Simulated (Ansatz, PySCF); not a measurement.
Gas-phase reaction (SMILES): CO[Si](F)(OC)OC + 3 O (H2O) + 3 [SiH4] (SiH4) → 3 CO (CH4O) + F[SiH3] + 3 O[SiH3]; bond separation energy.

Structures are relaxed separately at B3LYP-D3(BJ)/def2-TZVP in Ansatz (an electronic-structure program), one conformer each, not searched for the lowest. Correlated levels leave the core frozen unless marked. No spin-orbit coupling. Non-relativistic. CBS marks a two-point X^-3 extrapolation of the correlation energy; Hartree-Fock from the larger set. The bracket is a focal-point correction in the basis named. Thermal terms are rigid-rotor harmonic-oscillator values from B3LYP-D3(BJ) frequencies (Ansatz or PySCF) at 298.15 K and 1 atm. 1 Eh = 627.5095 kcal/mol.

```csv
species,"E, RI-MP2/CBS(aug-cc-pV(T+d)Z,aug-cc-pV(Q+d)Z)+[CCSD(T)-MP2]/aug-cc-pV(T+d)Z (Ansatz) (Eh)","E, PBE0-D4/def2-TZVPD (Ansatz + dftd4) (Eh)",H - E (Eh)
CO[Si](F)(OC)OC,-734.15681,-734.54279,0.14425
CO (CH4O),-115.61566,-115.64059,0.05533
F[SiH3],-390.72052,-391.02063,0.03157
O (H2O),-76.37791,-76.38102,0.02495
O[SiH3],-366.68770,-366.99078,0.04319
[SiH4] (SiH4),-291.46108,-291.75741,0.03520
```

### Question
Work out ΔE and ΔH at 298.15 K at the first level, then ΔH at the second.

### Answer

1. ΔE = [3×(-115.61566) + (-390.72052) + 3×(-366.68770)] - [(-734.15681) + 3×(-76.37791) + 3×(-291.46108)] = 0.04318 Eh = 27.1 kcal/mol at RI-MP2/CBS(aug-cc-pV(T+d)Z,aug-cc-pV(Q+d)Z)+[CCSD(T)-MP2]/aug-cc-pV(T+d)Z.
2. The terms H - E add up to 0.00243 Eh, so ΔH = (0.04318 + (0.00243))×627.5095 = 28.6 kcal/mol.
3. At PBE0-D4/def2-TZVPD the same steps give ΔE = 27.2 and ΔH = 28.7 kcal/mol, a shift of +0.1 from the first level.
4. These values are not checked against measurement here, since the tables used lack a sound gas-phase enthalpy of formation for at least one species.
